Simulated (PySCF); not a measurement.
Compound: C5H7FO2Si.
SMILES with atom numbers: `[O:1]=[C:2]([OH:3])[C:4]1=[CH:5][C@@H:6]1[CH2:7][SiH2:8][F:9]`

NICS is the negative of the GIAO shielding at a point without a nucleus: at the ring centre (0) and 1 Å above and below it (1); zz is the component along the ring normal. Level: GIAO PBE0/pcSseg-1 (PySCF, non-relativistic, gas phase) on the GFN2-xTB geometry, one conformer.

Ring bond lengths (Å), with Mayer bond orders in brackets: C4–C5 1.311 (1.63), C5–C6 1.497 (0.92), C6–C4 1.505 (0.91).

Q: What do the NICS probes read (ppm)?

A: 
| ring | type | NICS(0) | NICS(1), two faces | NICS(1)zz, two faces | rms pucker (Å) | centre to ring atoms, mean (Å) |
| --- | --- | --- | --- | --- | --- | --- |
| C4–C5–C6 | 3-membered carbocycle; formal bonds 1 double, 2 single | -29.0 | -6.7 / -6.6 | -13.9 / -12.4 | 0.00 | 0.83 |

Q: What can be read from them?

A: 
- C4–C5–C6: mean NICS(1)zz -13.2 ppm, shielded. C6 has four or more neighbours, and the NICS criterion for π rings isn't applied. NICS(0) lies 22 ppm below the mean NICS(1).

Q: At the second NICS(1) probe listed for ring C4–C5–C6, 1 Å off the ring, what do the in-plane components average?

A: The isotropic value is a third of the trace: (3 × -6.6 − (-12.4))/2 = -3.7 ppm.

Q: Give the inner angles of the rings and the Hirshfeld charges of the ring atoms.

A: 
- C4–C5–C6: C4 63.8° (-0.016 e), C5 64.4° (-0.012 e), C6 51.8° (-0.032 e); sum 180.0° against 180° for a flat convex ring.

Q: What are the shieldings of the ring atoms and their hydrogens in the same run (means over atoms taken as equivalent)?

A: 
```tsv
atoms	environment	σ isotropic (ppm)	principal values of the symmetric part, first atom (ppm)
C4	fully substituted alkene carbon	57.1	-76.1, 82.2, 165.1
C5	alkene CH carbon	45.3	-86.7, 44.8, 177.8
C6	allylic carbon	164.7	120.4, 145.5, 228.2
H on C5	vinylic hydrogen	23.63	19.7, 25.1, 26.1
H on C6	methine hydrogen	29.19	23.2, 27.6, 36.7
```

Shape of the structure used: `[O:1]=[C:2]([OH:3])[C:4]1=[CH:5][C@@H:6]1[CH2:7][SiH2:8][F:9]`: O1–C2–C4–C5 153°, C5–C6–C7–Si8 -147°, C6–C7–Si8–F9 -67°, H–O3–C2–O1 0°.
